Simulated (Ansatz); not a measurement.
Reactions of AlClFHSe (`[F][Al]([Cl])[SeH]`).

Calculated with Ansatz (gas phase, PBE0-D4/def2-TZVP geometries, no zero-point term in ΔE). CCSD(T)/CBS is the MP2 limit (def2-TZVPP, def2-QZVPP) plus CCSD(T) − MP2 in def2-TZVPP, frozen cores. This one scheme is used for every species. DFT in def2-TZVPP. For Ge, Se outer-core shells are correlated without core-valence functions, which leaves a few kJ/mol of doubt a bond. Scalar relativity is left out up to krypton. One conformer a species, not always the lowest.

```tsv
reaction	ωB97X-V (kcal/mol)	PBE-D4 (kcal/mol)	HF/CBS(def2) (kcal/mol)
`[F][Al]([Cl])[SeH]` + `Oc1ccsc1` → `[OH][Al]([F])[SeH]` + `Clc1ccsc1`	4.8	4.7	6.9
`[F][Al]([Cl])[SeH]` + SiH₄ → `[F][Al]([SiH3])[Cl]` + H₂Se	24.6	22.2	27.7
`[F][Al]([Cl])[SeH]` + `CCOB(C)Cl` → `[Cl][Al]([Cl])[SeH]` + `CCOB(C)F`	-8.1	-7.1	-11.3
`[F][Al]([Cl])[SeH]` + `C[Se][SiH2]Cl` → `C[Se][Al]([F])[Cl]` + `Cl[SiH2][SeH]`	2.7	3.0	2.2
`[F][Al]([Cl])[SeH]` + `C[SiH2]C(N)F` → `C[SiH2][Al]([F])[Cl]` + `NC(F)[SeH]`	33.7	29.8	36.4
`[F][Al]([Cl])[SeH]` + `C/C=N/C` → `C[Se][Al]([F])[Cl]` + `CC=N`	-0.4	-0.6	0.3
`[F][Al]([Cl])[SeH]` + `F[C@H]1C[Si@@H]1F` → `[F][Al]([F])[SeH]` + `F[C@H]1C[Si@@H]1Cl`	2.9	1.4	4.8
`[F][Al]([Cl])[SeH]` + H₂O → `[OH][Al]([F])[Cl]` + H₂Se	-4.3	-1.9	-6.1
`[F][Al]([Cl])[SeH]` + `C[NH][GeH2][CH3]` → `C[NH][Al]([F])[Cl]` + `[CH3][GeH2][SeH]`	-8.7	-8.8	-9.7
`[F][Al]([Cl])[SeH]` + `[OH][Al-]1([F])[O]C(C(F)(F)F)=CC(C(F)(F)F)=[O+]1` → `FC(F)(F)C1=CC(C(F)(F)F)=[O+][Al-]([F])([Cl])[O]1` + `[OH][Al]([F])[SeH]`	0.9	1.1	1.5
```

Question: Give the CCSD(T)/CBS values in the same order. (Best estimate.)

Answer: Computed: 3.0, 26.0, -7.3, 2.8, 34.9, -1.2, 2.2, -2.7, -8.1, 1.2 kcal/mol.

Largest T1 diagnostic: 0.015, for `[OH][Al-]1([F])[O]C(C(F)(F)F)=CC(C(F)(F)F)=[O+]1`.
